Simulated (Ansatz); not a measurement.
C2HF2O2 (SMILES O=C(O)[C](F)F) moved off its minimum; all values from Ansatz (a first-principles code), cores frozen in correlated methods. Open shells are unrestricted.
(charge 0, multiplicity 2)
```xyz
7

O      1.02450     1.52876     0.04521
C      0.76269     0.30946     0.12076
O      1.59348    -0.66043     0.09369
C     -0.64527    -0.20004    -0.01894
F     -1.58568     0.66703    -0.08544
F     -0.91253    -1.51439    -0.06974
H      2.43568    -0.20758     0.12821
```

```json
[
 {"level": "HF/def2-TZVPP", "largest force (eV/Å)": "5.61", "on atom": "C2", "rms difference from CCSD(T)/aug-cc-pVDZ (eV/Å)": "1.316", "dipole (D)": "2.00"},
 {"level": "PBE/def2-TZVPP", "largest force (eV/Å)": "5.30", "on atom": "C2", "rms difference from CCSD(T)/aug-cc-pVDZ (eV/Å)": "0.208", "dipole (D)": "1.72"},
 {"level": "r2SCAN/def2-TZVPP", "largest force (eV/Å)": "5.33", "on atom": "C2", "rms difference from CCSD(T)/aug-cc-pVDZ (eV/Å)": "0.416", "dipole (D)": "1.80"},
 {"level": "B3LYP/def2-TZVPP", "largest force (eV/Å)": "5.38", "on atom": "C2", "rms difference from CCSD(T)/aug-cc-pVDZ (eV/Å)": "0.445", "dipole (D)": "1.79"},
 {"level": "wB97M-V/def2-TZVPP", "largest force (eV/Å)": "5.48", "on atom": "C2", "rms difference from CCSD(T)/aug-cc-pVDZ (eV/Å)": "0.539", "dipole (D)": "1.81"},
 {"level": "MP2/aug-cc-pVDZ", "largest force (eV/Å)": "5.31", "on atom": "C2", "rms difference from CCSD(T)/aug-cc-pVDZ (eV/Å)": "0.301", "dipole (D)": "2.08"},
 {"level": "CCSD(T)/aug-cc-pVDZ", "largest force (eV/Å)": "5.48", "on atom": "C2", "rms difference from CCSD(T)/aug-cc-pVDZ (eV/Å)": "0.000", "dipole (D)": "1.77"}
]
```

The differences count from one level among others, with limits of its own. Forces at CCSD(T)/aug-cc-pVDZ (eV/Å):

| atom | Fx | Fy | Fz |
|---|---|---|---|
| O1 | -0.148 | -1.460 | 0.593 |
| C2 | -4.206 | 3.227 | -1.370 |
| O3 | 2.323 | -2.616 | 0.405 |
| C4 | 3.559 | -0.344 | 0.478 |
| F5 | -2.188 | 0.640 | -0.124 |
| F6 | -0.565 | 0.591 | 0.037 |
| H7 | 1.225 | -0.039 | -0.018 |
